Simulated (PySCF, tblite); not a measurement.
Compound: C₆H₁₄P (charge +1).
SMILES with atom numbers: `[CH3:1][PH+:2]1[CH2:3][CH2:4][CH2:5][CH2:6][CH2:7]1` (hydrogens: H8, H9, H10 on C1; H11 on P2; H12, H13 on C3; H14, H15 on C4; H16, H17 on C5; H18, H19 on C6; H20, H21 on C7)

Computed geometry: GFN2-xTB, gas phase.

Some entries are withheld. Bonds in one row agree within 0.01 Å.

```
          coordinate    value
               C1–P2        ?
        P2–C3, P2–C7  1.809 Å
        C3–C4, C6–C7        ?
        C4–C5, C5–C6        ?
C1–H8, C1–H9, C1–H10  1.091 Å
              P2–H11  1.381 Å
      C3–H12, C7–H20  1.093 Å
      C3–H13, C7–H21  1.095 Å
      C4–H14, C6–H19  1.093 Å
      C4–H15, C6–H18  1.091 Å
              C5–H16  1.092 Å
              C5–H17  1.090 Å
            C1–P2–C3   113.2°
            C3–P2–C7        ?
            P2–C3–C4        ?
            C3–C4–C5        ?
            C4–C5–C6   112.6°
```

Fill in the missing values.

- C1–P2 = 1.804 Å, drawn single (sp3 carbon bound to phosphorus to phosphonium phosphorus); 0.03 Å below the sum of covalent radii, 1.83 Å.
- C3–C4, C6–C7 = 1.534 Å, drawn single (sp3 carbon bound to phosphorus to ring CH2 carbon); 0.01 Å above the sum of covalent radii, 1.52 Å.
- C4–C5, C5–C6 = 1.528 Å, drawn single (both ends ring CH2 carbon); 0.01 Å above the sum of covalent radii, 1.52 Å.
- C3–P2–C7 = 106.2°, at the phosphonium phosphorus, inside a 6-membered ring; the outer atoms are 2.892 Å apart.
- P2–C3–C4 = 108.9°, at the sp3 carbon bound to phosphorus, inside a 6-membered ring; the outer atoms are 2.725 Å apart.
- C3–C4–C5 = 112.4°, at the ring CH2 carbon, inside a 6-membered ring; the outer atoms are 2.544 Å apart.

Radii are Cordero's, carbon taken as 0.76, 0.73 or 0.69 Å for four, three, and two or fewer neighbours.

Its GFN2-xTB frequencies are all real (lowest 105 cm⁻¹). Torsions: C1–P2–C3–C4 174°, P2–C3–C4–C5 -58°, C3–C4–C5–C6 67°, C4–C5–C6–C7 -67°. 2 starts were optimised and ended at 0.00 and 3.79 kcal/mol (GFN2-xTB); the lowest of these is shown.

One conformer stands for the species.
